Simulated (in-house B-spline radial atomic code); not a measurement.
Multiplet parameters of the 2p2 shell in the antimony ion Sb⁴⁵⁺ ([He] 2s2 2p2). Method: non-relativistic Hartree-Fock, average of configuration, point nucleus. Calculated with a radial B-spline atomic code at the basis-set limit.

Slater integrals: F^2 = 927731 cm⁻¹. Central-field spin-orbit parameter ζ(2p) = 1.396e+06 cm⁻¹ (bare central field on non-relativistic orbitals, without two-electron terms: too large for light atoms, too small for heavy ones).

With F₂ = F^2/25 = 37109 cm⁻¹:

Problem. Where do the terms lie in LS coupling, without spin-orbit interaction?

Solution. In cm⁻¹ above the Hund's-rule term:
| term | expression | energy |
| --- | --- | --- |
| 3P | 0 F₂ | 0 |
| 1D | 6 F₂ | 222655 |
| 1S | 15 F₂ | 556639 |

Problem. How far can these numbers be trusted?

Solution. Fits to spectra need these integrals scaled down, since correlation screens the repulsion. Here ζ is 37.63 times F₂, so spin-orbit coupling rivals the gaps between some terms: low levels can stay fairly pure, while close terms of equal J mix strongly.
